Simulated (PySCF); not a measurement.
HO4S, SMILES O=S([O])(O)=O, multiplicity 2. Coordinates come from a PBE-D3(BJ)/def2-SVP optimisation. The isomer is the one that the SMILES or the coordinates give; other isomers of the formula were not compared. Other conformers were not sampled.

Problem. Give the equilibrium geometry at PBE-D3(BJ)/def2-SVP (PySCF confirms it by a frequency run) as a Z-matrix, and its point group. (The exact figures need the calculation; the answer reports its results.)

Solution. Several could match; the one computed here: point group Cs.
```
S
O 1 1.4759
O 1 1.5041 2 115.17
O 1 1.5041 2 115.17 3 -124.97
O 1 1.6355 2 103.64 3 117.51
H 5 0.9826 1 107.91 2 -180.00
```
Charge 0, spin multiplicity 2.
